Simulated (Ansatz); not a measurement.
Wavefunction ladder for `[SiH3][O][Ti]([O][SiH3])([O][SiH3])[O][SiH3]`

```xyz
21

Si   -2.532   -0.850    2.140
O    -1.321   -0.447    1.117
Ti    0.000    0.000   -0.001
O    -0.609    1.168   -1.207
Si   -1.168    2.236   -2.315
O     0.594   -1.464   -0.836
Si    1.139   -2.806   -1.599
O     1.338    0.742    0.924
Si    2.561    1.420    1.774
H    -2.783   -2.312    2.063
H    -3.768   -0.117    1.761
H    -2.151   -0.487    3.530
H    -1.013    1.665   -3.678
H    -0.394    3.501   -2.220
H    -2.604    2.515   -2.057
H     0.369   -3.989   -1.134
H     2.579   -3.003   -1.291
H     0.965   -2.649   -3.066
H     3.798    0.618    1.590
H     2.205    1.455    3.216
H     2.795    2.805    1.290
```

Charge 0, multiplicity 1. Correlated methods include outer-core shells of Ti, which these sets cover unevenly. Scalar relativity is left out up to krypton. The geometry is a stationary point of PBE0-D4/def2-TZVP. It is one conformer, not always the lowest. Frozen core, restricted reference, the Gaussian-basis code of Ansatz.

| basis | HF (Eh) | MP2 corr. | CCSD corr. | (T) | CCSD(T) total |
| --- | --- | --- | --- | --- | --- |
| def2-SVP | ? | -1.44725 | -1.52871 | -0.05244 | ? |
| def2-TZVPP | ? | -1.86701 | ? | -0.08492 | ? |
| def2-QZVPP | -2311.24801 | ? | – | – | – |

**Question.** Fill in the withheld values. (Estimate.)

**Answer.** Ansatz gave: def2-SVP HF (Eh): -2310.24995; def2-SVP CCSD(T) total: -2311.83110; def2-TZVPP HF (Eh): -2311.17955; def2-TZVPP CCSD corr.: -1.93944; def2-TZVPP CCSD(T) total: -2313.20391; def2-QZVPP MP2 corr.: -2.01404.
